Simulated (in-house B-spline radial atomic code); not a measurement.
A run on the fluorine ion F⁴⁺ (an excited or competing configuration) that did not converge. Method: scalar-relativistic (X2C) PBE0, spin-polarised, spherical fractional occupations, exact exchange averaged over the configuration, Fermi nucleus of rms radius 2.8976 fm; computed with a B-spline radial code for spherical atoms.

Command:
```bash
python run_scf.py task.json out
```
Settings (nuclear radius in fm, mass in u):
```
Z                9
configuration    [He] 2s1 2p1 3s1
hamiltonian      x2c
method           pbe0
spin_polarised   True
nucleus          fermi
rms_radius       2.8976
atomic_mass      18.9984
speed_of_light   137.035999084
exact_exchange   averaged over the configuration
```

First and last ten iterations of the last attempt (damped for 15 steps, keeping 80 % of the old Fock matrix, then DIIS):
```
 iter        energy (Eh)    residual
    1         -88.611709    3.46e-01
    2         -89.497505    2.28e-02
    3         -89.499851    1.78e-02
    4         -89.501294    1.40e-02
    5         -89.502183    1.09e-02
    6         -89.502730    8.56e-03
    7         -89.503067    6.69e-03
    8         -89.503275    5.24e-03
    9         -89.503403    4.10e-03
   10         -89.503482    3.31e-03
  111         -89.503609    5.78e-07
  112         -89.503609    4.96e-07
  113         -89.503609    5.00e-07
  114         -89.503609    4.91e-07
  115         -89.503609    4.85e-07
  116         -89.503609    4.94e-07
  117         -89.503609    4.94e-07
  118         -89.503609    4.86e-07
  119         -89.503609    4.95e-07
  120         -89.503609    4.76e-07
 not converged after 120 iterations
```

The smallest residual met was 4.4e-07; the threshold is about 1e-07. Over the last five steps the energy moves by less than 1e-08 hartree, but the orbitals didn't meet the threshold. Cost of the run: 3.5 s on 1 thread of Arm Neoverse N1 (shared host).
